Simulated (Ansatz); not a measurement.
Species: C9H6BNS, SMILES `Bc1cc2sccc2cc1C#N` (charge 0, multiplicity 1).

**Question.** Give a relaxed geometry from r2SCAN-D4/def2-SVP run with Ansatz (a quantum-chemistry and plane-wave program).

**Answer.** One answer among several that fit: the end point of this relaxation, one of several conformers (outside a Z-matrix the atoms follow the SMILES, hydrogens last).
Bonds (Å): B1–C2 1.543, B1–H13 1.204, B1–H14 1.208, C2–C3 1.406, C2–C10 1.439, C3–C4 1.396, C3–H15 1.094, C4–S5 1.743, C4–C8 1.425, S5–C6 1.734, C6–C7 1.369, C6–H16 1.091, C7–C8 1.432, C7–H17 1.092, C8–C9 1.408, C9–C10 1.396, C9–H18 1.093, C10–C11 1.433, C11–N12 1.166. Bond angles (°): C2–B1–H13 121.3, C2–B1–H14 118.5, H13–B1–H14 120.2, B1–C2–C3 119.2, B1–C2–C10 123.1, C3–C2–C10 117.7, C2–C3–C4 120.4, C2–C3–H15 119.0, C4–C3–H15 120.6, C3–C4–S5 127.3, C3–C4–C8 121.6, S5–C4–C8 111.1, C4–S5–C6 91.2, S5–C6–C7 113.5, S5–C6–H16 119.1, C7–C6–H16 127.4, C6–C7–C8 112.3, C6–C7–H17 123.6, C8–C7–H17 124.1, C4–C8–C7 111.9, C4–C8–C9 118.7, C7–C8–C9 129.4, C8–C9–C10 119.6, C8–C9–H18 120.2, C10–C9–H18 120.1, C2–C10–C9 122.0, C2–C10–C11 120.5, C9–C10–C11 117.6, C10–C11–N12 177.9.
